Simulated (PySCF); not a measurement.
Species: C₆H₈NPS.
SMILES with atom numbers: `[CH3:1][S:2][c:3]1[n:4][c:5]([CH3:6])[cH:7][cH:8][p:9]1`

Structure used (GFN2-xTB), in Å, numbered top down from 1:
```xyz
17
C6H8NPS angstrom
C      2.6078    1.5026   -0.2927
S      2.5751    0.6161    1.2880
C      0.9737   -0.1081    1.2237
N      0.2693    0.1479    0.1494
C     -0.9524   -0.3247   -0.0442
C     -1.6105    0.0706   -1.3301
C     -1.6179   -1.1406    0.8673
C     -1.0546   -1.5312    2.0648
P      0.5258   -1.0882    2.6222
H      1.8012    2.2280   -0.3059
H      2.4862    0.7877   -1.0998
H      3.5732    1.9939   -0.3512
H     -1.8625   -0.8148   -1.9122
H     -0.9414    0.7009   -1.9086
H     -2.5321    0.6153   -1.1293
H     -2.6152   -1.4757    0.6172
H     -1.6328   -2.1674    2.7248
```

Definitions: NICS(0) = −σiso at the ring centroid; NICS(1) = −σiso and NICS(1)zz = −σzz at ±1 Å along the ring normal z. Level: GIAO PBE0/pcSseg-1 (PySCF, non-relativistic, gas phase) on the GFN2-xTB geometry, one conformer.

Ring bond lengths (Å), with Mayer bond orders in brackets: C3–N4 1.310 (1.44), N4–C5 1.324 (1.48), C5–C7 1.393 (1.33), C7–C8 1.380 (1.46), C8–P9 1.733 (1.33), P9–C3 1.765 (1.17).

Task: Give the NICS values of each ring in ppm.

Result: 
```csv
ring,type,NICS(0),"NICS(1), two faces","NICS(1)zz, two faces",rms pucker (Å),"centre to ring atoms, mean (Å)"
C3–N4–C5–C7–C8–P9,6-membered ring with N and P; formal bonds all aromatic,-4.9,-8.9 / -8.9,-20.3 / -20.3,0.00,1.47
```

Task: What do they say, and how far can they be read as aromaticity?

Result: 
- C3–N4–C5–C7–C8–P9: mean NICS(1)zz -20.3 ppm, shielded.

Task: And the bond-length index? HOMA takes Krygowski's 1993 parameters.

Result: 
- C3–N4–C5–C7–C8–P9: HOMA 0.87; the largest term is that of P9–C3, α(R − Ropt)² = 0.54.

Task: At the first NICS(1) probe listed for ring C3–N4–C5–C7–C8–P9, 1 Å off the ring, what do the in-plane components average?

Result: The isotropic value is a third of the trace: (3 × -8.9 − (-20.3))/2 = -3.2 ppm.

Task: How shielded are the nuclei of the rings and their hydrogens (means over atoms taken as equivalent)?

Result: 
```
atoms                  environment  σ isotropic (ppm)
   C3  substituted aromatic carbon              -19.6
   N4       pyridine-type nitrogen              -72.6
   C5  substituted aromatic carbon               26.4
   C7           aromatic CH carbon               63.7
   C8           aromatic CH carbon               10.9
   P9     phosphorus bonded to 2 C              141.3
  H16            aromatic hydrogen              24.51
  H17            aromatic hydrogen              22.39
```
